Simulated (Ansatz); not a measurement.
Ansatz (a quantum-chemistry and plane-wave program) input (RI-MP2/aug-cc-pVTZ):
A basis named .json is the Basis Set Exchange file of that set.

Ansatz 0.2 input:
```yaml
crystal:
  periodic: [false, false, false]
  atoms:
    - {symbol: N, position_ang: [-0.00000000, -0.00000000, -1.25788699]}
    - {symbol: C, position_ang: [-0.00000000, -0.00000000, -0.07148921]}
    - {symbol: O, position_ang: [0.00000000, 0.00000000, 1.15426802]}
basis:
  gaussian:
    orbitals: aug-cc-pVTZ
    fitting: {mean_field: def2-universal-jkfit, correlation: aug-cc-pVTZ-RIFIT.json}
total_charge: -1
magnetization: {spin_polarized: false}
correlation: {method: mp2, electrons: outside_noble_gas}
```

End of the output:

```
integrals: 0.05 GiB planned
229 factors; integrals over basis functions are off by at most 6.7e-1 eV
318 factors; integrals over basis functions are off by at most 4.5e-1 eV
mean field: 0.19 GiB planned
mean field evaluation 1: about -4549.3226 eV, gradient 3.2e1 eV
mean field evaluation 2: about -4550.4398 eV, gradient 2.6e1 eV
mean field evaluation 4: about -4551.7468 eV, gradient 1.8e0 eV
mean field evaluation 8: about -4551.7555 eV, gradient 1.6e-6 eV
mean field -4551.75549430 eV, -167.2739291248 hartree, gradient 1.6e-6 eV, S^2 0.000000; 0 other end points of the search recorded, 0 dependent functions left out
3 core orbitals not correlated
reference -4551.75549430 eV, -167.2739291248 hartree; 8, 8 occupied and 127, 127 virtual orbitals, 318 factors
second order -16.25057976 eV of doubles, -0.00000000 eV of singles
Total energy: -4568.00607405 eV, -167.8711269158 hartree
```
